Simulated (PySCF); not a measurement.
# Os⁺ (osmium, charge +1) across methods

[Xe] 4f14 5d5 6s1 6p1, high-spin 8P determinant (an excited configuration). Calculation: PySCF 2.14, in aug-cc-pwCVDZ-PP with ECP60MDF (6s6p5d3f, 70 functions); scalar relativity through the core potential.

```tsv
method	E (hartree)	mean ε 5d α (eV)	mean ε 6s α (eV)	mean ε 6p α (eV)	Σ⟨r²⟩ (bohr²)	⟨S²⟩
UHF	-89.70726	-25.368	-19.817	-12.299	49.43	15.752
LDA	-90.0998	-19.039	-16.256	-9.215	49.43	15.750
PBE	-90.3172	-19.023	-16.017	-9.098	49.38	15.750
r2SCAN	-90.3564	-19.593	-16.452	-9.286	48.98	15.751
PBE0	-90.2936	-20.780	-17.105	-9.974	49.19	15.751
M06-L	-90.3135	-19.214	-15.662	-8.780	49.09	15.751
HSE06	-90.2908	-20.350	-16.666	-9.563	49.28	15.751
LC-wPBE	-90.3245	-23.488	-19.786	-12.393	48.83	15.751
```

Question: Estimate the same row for TPSSh.

Answer: E (hartree) = -90.2718; mean ε 5d α (eV) = -19.718; mean ε 6s α (eV) = -16.403; mean ε 6p α (eV) = -9.424; Σ⟨r²⟩ (bohr²) = 49.26; ⟨S²⟩ = 15.751.

Energies and moments cover only the electrons outside the core potential. Spin-orbit coupling, absent here, splits the open shell strongly.
